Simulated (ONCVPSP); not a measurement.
Plane-wave convergence, ONCV potential for Ge

Ge (Z = 32), optimised norm-conserving Vanderbilt (ONCV), made with ONCVPSP 4.0.1 (PBE, fully relativistic). Core [Ar], reference 3d10 4s2 4p1 (charge +1). Waves: 4s: rc 1.35 bohr, ncon 3, nbas 7, qcut 4.5 1/bohr, 1 projector; 4p: rc 2.25 bohr, ncon 3, nbas 8, qcut 3.9 1/bohr, 1 projector; 3d: rc 0.95 bohr, ncon 4, nbas 9, qcut 16.3 1/bohr, 3 projectors, debl 1.7 Ha. Local part: polynomial inside 0.90 bohr (lpopt 5, dvloc0 4 Ha). Core correction: Teter function, fcfact 5.75, rcfact 1.75.

Open shells are filled in proportion to 2j + 1.

Problem. For each optimised wave give the share of its norm inside rc, the residual kinetic energy above qcut (Ha) and the cutoffs (Ha) for errors of 10, 1, 0.1 and 0.01 mHa per electron.

Solution.

```
               wave  norm inside rc  residual KE  10 mHa  1 mHa  0.1 mHa  0.01 mHa
                 4s           0.164      4.6e-04     6.0    8.8     53.4     140.8
           4p j=3/2           0.429      5.2e-05     2.0    3.0      6.8      35.2
           4p j=1/2           0.445      4.9e-05     2.1    3.0      6.7      32.1
           3d j=5/2           0.769      8.4e-06    93.8  108.8    120.5     133.4
d projector 2 j=5/2           0.046      2.0e-06    76.9   97.5    113.5     124.9
d projector 3 j=5/2           0.039      5.8e-06    81.6  102.3    118.1     130.6
           3d j=3/2           0.773      8.6e-06    94.0  108.9    120.7     133.6
d projector 2 j=3/2           0.045      2.0e-06    77.1   97.6    113.6     125.0
d projector 3 j=3/2           0.038      6.0e-06    81.8  102.5    118.2     130.8
```

The occupied waves need 109 Ha and 121 Ha for 1 and 0.1 mHa. Note: ghosts flagged at negative energy: s at -86.1 eV; GHOST(+) flagged for p3/2 at 31.4 eV. A true bound ghost makes a file unfit for plane-wave use.
